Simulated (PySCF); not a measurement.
**Radial density of Ir(2+) (iridium, charge +2)**

UHF, [Xe] 4f14 5d7, high-spin 4F determinant. Computed with PySCF 2.14 in cc-pVDZ-PP with ECP60MDF (4s4p3d1f, 38 functions), with a scalar-relativistic core potential. This is the valence pseudo-density: the core potential removes the inner electrons and smooths the orbitals near the nucleus.

```json
{"r (bohr)": "0.127", "4πr²ρ (e/bohr)": "5.089e-05", "4πr²(ρα − ρβ)": "0.0000"}
{"r (bohr)": "0.213", "4πr²ρ (e/bohr)": "0.0007816", "4πr²(ρα − ρβ)": "0.0001"}
{"r (bohr)": "0.359", "4πr²ρ (e/bohr)": "0.06465", "4πr²(ρα − ρβ)": "0.0050"}
{"r (bohr)": "0.604", "4πr²ρ (e/bohr)": "3.562", "4πr²(ρα − ρβ)": "0.2082"}
{"r (bohr)": "1.02", "4πr²ρ (e/bohr)": "14.30", "4πr²(ρα − ρβ)": "1.8932"}
{"r (bohr)": "1.71", "4πr²ρ (e/bohr)": "5.966", "4πr²(ρα − ρβ)": "1.7512"}
{"r (bohr)": "2.87", "4πr²ρ (e/bohr)": "0.6669", "4πr²(ρα − ρβ)": "0.2484"}
{"r (bohr)": "4.83", "4πr²ρ (e/bohr)": "0.007940", "4πr²(ρα − ρβ)": "0.0013"}
{"r (bohr)": "8.13", "4πr²ρ (e/bohr)": "1.145e-05", "4πr²(ρα − ρβ)": "0.0000"}
```

Energies and moments cover only the electrons outside the core potential. Spin-orbit coupling, absent here, splits the open shell strongly.
